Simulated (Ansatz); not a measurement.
Cartesian coordinates in Å:
```
C -2.852 0.504 0.686
O -1.545 0.706 0.200
Ga -0.349 -0.597 0.065
O -0.705 -2.236 0.618
Si -1.894 -3.154 1.247
O 1.236 -0.303 -0.643
C 1.655 0.993 -1.058
C 2.989 0.824 -1.752
C 1.738 1.940 0.123
H -2.884 -0.149 1.567
H -3.505 0.071 -0.080
H -3.265 1.474 0.976
H -3.130 -3.074 0.419
H -2.237 -2.710 2.627
H -1.439 -4.567 1.295
H 0.931 1.397 -1.780
H 2.900 0.127 -2.587
H 3.351 1.781 -2.133
H 3.728 0.425 -1.051
H 2.437 1.551 0.868
H 2.085 2.927 -0.193
H 0.756 2.069 0.588
```

The species carries charge 0 and has multiplicity 1.

List the CAM-B3LYP/def2-TZVPP orbital energies in eV (Ansatz 0.2.0). (Estimate.)

The calculation gave: Occupied: -10140.00, -1801.28, -1251.54, -1108.88, -1108.73, -1108.72, -522.44, -522.35, -522.29, -280.21, -280.09, -278.47, -278.35, -152.10, -145.76, -105.64, -105.34, -105.30, -101.12, -101.07, -101.07, -29.65, -29.44, -28.89, -25.34, -25.32, -25.31, -25.17, -24.96, -23.01, -21.01, -20.45, -17.90, -16.89, -15.69, -14.97, -14.27, -14.18, -14.05, -13.50, -13.46, -12.42, -12.37, -12.29, -12.01, -11.84, -11.49, -10.64, -10.32, -10.02, -9.71, -9.66, -9.39. Lowest empty: 0.03, 0.85, 1.75, 2.17, 2.48, 2.71, 2.78, 3.13.
